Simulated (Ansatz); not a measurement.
One geometry of Pd₃O₃⁻, several levels of theory.

```yaml
crystal:
  periodic: [false, false, false]
  atoms:
    - {symbol: Pd, position_ang: [-1.058331, 0.564285, -1.015603]}
    - {symbol: Pd, position_ang: [0.715245, -1.246188, -0.288530]}
    - {symbol: Pd, position_ang: [0.292622, 0.718768, 1.244948]}
    - {symbol: O, position_ang: [-0.410900, -1.071393, -1.838637]}
    - {symbol: O, position_ang: [-1.039331, 1.848640, 0.439963]}
    - {symbol: O, position_ang: [1.500707, -0.814103, 1.457869]}
basis:
  gaussian: {orbitals: def2-TZVPD, initial_orbitals: start.molden}
total_charge: -1
magnetization: {spin_polarized: true, initial_magnetization: 1}
hamiltonian: {xc: {name: PBE-QIDH}}
scf: {omitted_lower_state_checks: [starts]}
```

The file start.molden holds the orbitals of an earlier run on this structure, at another level or in another basis.

```sh
$ ansatz run in.yaml --threads 4 --pin off --events-out ev --progress --plain --max-ram 4787MiB
```

It prints (some lines left out):

```
Functional definition: PBE-QIDH
  name "PBE-QIDH"
  cite "Brémond, Sancho-García, Pérez-Jiménez & Adamo, J. Chem. Phys. 141, 031101 (2014) doi:10.1063/1.4890314"
  cite "Perdew, Burke & Ernzerhof, Phys. Rev. Lett. 77, 3865 (1996) doi:10.1103/PhysRevLett.77.3865"
  parameter a = 3^(-1/3)
  parameter c = 1/3
  exchange = (1 - a)*pbe_x + a*exact_x
  correlation = (1 - c)*pbe_c + c*(mp2_os + mp2_ss)
these checks for a lower state are left out or cut short: starts
1905 factors; integrals over basis functions are off by at most 4.5e-4 eV
mean field evaluation 1: about -16539.4649 eV, gradient 1.3e1 eV
mean field evaluation 2: about -16540.8291 eV, gradient 1.9e0 eV
mean field evaluation 4: about -16541.8591 eV, gradient 2.1e0 eV
mean field evaluation 8: about -16542.2218 eV, gradient 1.1e0 eV
mean field evaluation 16: about -16542.4403 eV, gradient 5.2e-3 eV
mean field -16542.44028203 eV, -607.9234674960 hartree, gradient 4.9e-6 eV, S^2 2.755606; 0 other end points of the search recorded, 0 dependent functions left out
3 core orbitals not correlated: weight in the atoms' cores, before any rotation towards them, 1.000 or more for the frozen orbitals, at most 0.000 for the correlated occupied ones
reference -16542.44029808 eV, -607.9234680858 hartree; 37, 36 occupied and 200, 201 virtual orbitals, 1905 factors
second order -67.63609870 eV of doubles, -0.00000000 eV of singles
Total energy: -16564.98566432 eV, -608.7519950131 hartree
Checks for a lower state left out: starts
```

Hardware: 4 threads of Intel Xeon on a shared host. Wall time 69 s, peak host memory 1.2 GiB.

First input, but with `gaussian: {orbitals: STO-3G}`, `hamiltonian: {xc: hf}`, `output: {orbitals: {seedname: orbitals}}` (abridged; 40 s):

```
Functional definition: HF
mean field evaluation 16: about -405162.7273 eV, gradient 6.4e0 eV
mean field evaluation 32: about -405166.4888 eV, gradient 1.5e-2 eV
mean field -405166.48882903 eV, -14889.5938327569 hartree, gradient 4.1e-6 eV, S^2 3.842977
Total energy: -405166.48882903 eV, -14889.5938327569 hartree
Checks for a lower state left out: starts
```

Geometry: r2SCAN-D4/def2-SVPD.

In the def2 sets Pd takes a core potential, while STO-3G treats all electrons; there is no spin–orbit coupling. Correlated methods freeze 3 core orbitals; core or outer-core shells of Pd are correlated, in sets that lack core-valence functions. At PBE-QIDH/def2-TZVPD, HF/STO-3G the charge -1 doublet is spin-contaminated (final ⟨S²⟩ up to 3.84, 0.75 for a pure state). At HF/STO-3G the highest occupied level of the charge -1 doublet lies above zero (up to 1.70 eV). In Hartree–Fock with STO-3G the lack of diffuse functions raises the level. No other spin state of charge -1 was run. The geometry of the doublet was relaxed on an unsound state (⟨S²⟩ 1.79, where a pure state has 0.75). The structure comes from a short search, and lower isomers may exist.
